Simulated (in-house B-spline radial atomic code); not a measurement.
**Relativistic contraction of the 4s shell in 2+ ions**

Computed with an all-electron radial atomic-structure program (B-spline basis): non-relativistic Hartree-Fock (point nucleus) and Dirac-Hartree-Fock (finite nucleus), averages of the listed configurations; Dirac values are occupation-weighted means over j unless j is named.

| ion | configuration | <r>(4s) NR (bohr) | <r>(4s) Dirac (bohr) | contraction (%) |
| --- | --- | --- | --- | --- |
| Ga2+ | [Ar] 3d10 4s1 | 2.179 | 2.147 | 1.4 |
| Ge2+ | [Ar] 3d10 4s2 | 2.029 | ? | ? |
| As2+ | [Ar] 3d10 4s2 4p1 | 1.876 | ? | ? |
| Se2+ | [Ar] 3d10 4s2 4p2 | 1.749 | 1.723 | 1.5 |
| Br2+ | [Ar] 3d10 4s2 4p3 | 1.641 | 1.615 | 1.6 |
| Kr2+ | [Ar] 3d10 4s2 4p4 | 1.547 | ? | ? |

Q: What does relativity do to 4s in Ge2+?

A: It contracts to 2 bohr, by 1.4 %.

Q: What does relativity do to 4s in As2+?

A: It contracts to 1.849 bohr, by 1.5 %.

Q: What does relativity do to 4s in Kr2+?

A: It contracts to 1.521 bohr, by 1.6 %.

Q: Where among these is the contraction largest?

A: At Kr2+.
